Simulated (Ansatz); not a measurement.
C7H9N can be A, `Cc1cccnc1C`, or B, `Cc1ccc(N)cc1`.

Calculated with Ansatz (gas phase, PBE0-D4/def2-TZVP geometries, no zero-point term in ΔE). CCSD(T)/CBS adds triple-zeta CCSD(T) − MP2 to the extrapolated MP2 energy (def2 sets, frozen cores). Functionals use def2-TZVPP. B3LYP here is the variant with VWN-RPA as its local correlation; programs differ in this. One conformer a species, not always the lowest.

A:

```xyz
17

C    -0.108    0.651    1.863
C     0.135    0.437    0.404
C     0.821    1.369   -0.358
C     1.030    1.142   -1.708
C     0.536   -0.030   -2.252
N    -0.125   -0.939   -1.544
C    -0.324   -0.719   -0.247
C    -1.073   -1.773    0.505
H    -1.177    0.663    2.094
H     0.319    1.598    2.196
H     0.335   -0.148    2.465
H     1.192    2.276    0.110
H     1.563    1.855   -2.325
H     0.674   -0.253   -3.306
H    -1.338   -2.582   -0.174
H    -0.474   -2.179    1.325
H    -1.988   -1.371    0.951
```

B:

```xyz
17

C    -2.218   -1.022    1.164
C    -0.989   -0.457    0.519
C    -0.868   -0.376   -0.864
C     0.251    0.172   -1.467
C     1.305    0.663   -0.696
N     2.406    1.265   -1.292
C     1.194    0.583    0.691
C     0.069    0.032    1.279
H    -1.987   -1.479    2.128
H    -2.684   -1.782    0.534
H    -2.968   -0.244    1.344
H    -1.669   -0.755   -1.491
H     0.312    0.221   -2.550
H     2.585    0.978   -2.241
H     3.244    1.265   -0.734
H     2.001    0.956    1.314
H     0.015   -0.021    2.362
```

Question: Which isomer does CCSD(T)/CBS put lower? Give the gap. (Estimate.)

Answer: Computed: B, by 11.3 kJ/mol.

Question: Give E(B) − E(A) in kJ/mol with B3LYP-D4, CCSD(T)/def2-SVP, PBE0-D4, MP2/def2-TZVPP, B3LYP, ωB97M-V, r2SCAN-D4. (An estimate is asked.)

Answer: Ansatz gave: B3LYP-D4 -12.6, CCSD(T)/def2-SVP 2.4, PBE0-D4 -15.5, MP2/def2-TZVPP -10.5, B3LYP -13.9, ωB97M-V -11.1, r2SCAN-D4 -15.3. The order is the other way round with CCSD(T)/def2-SVP.

Largest T1 diagnostic: 0.011.

Leaving LDA and LC-ωPBE aside and taking each functional with its dispersion term where it has one, the values, not all of them listed here, spread over 8.9 kJ/mol, from r2SCAN0-D4 to ωB97X-V. LDA lies −6.6 kJ/mol from PBE without D4. At CCSD(T), def2-SVP lies +13.7 kJ/mol from the extrapolated value and def2-TZVPP +4.3 kJ/mol.
